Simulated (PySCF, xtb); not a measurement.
ethoxycyclopropane (C5H10O), SMILES C1(OCC)CC1.

GFN2-xTB run with xtb at its own geometry gives an orbital gap of 9.07 eV and a dipole moment of 1.28 D.

Coordinates come from a r2SCAN-D4/def2-SVP optimisation. The values are those of a single conformer.

Problem. What does PBE/def2-TZVP (PySCF) give? (Estimate from the structure and the level; the computed values follow.)

Solution. gap 6.28 eV (levels -5.69 and 0.59 eV), dipole 0.99 D.
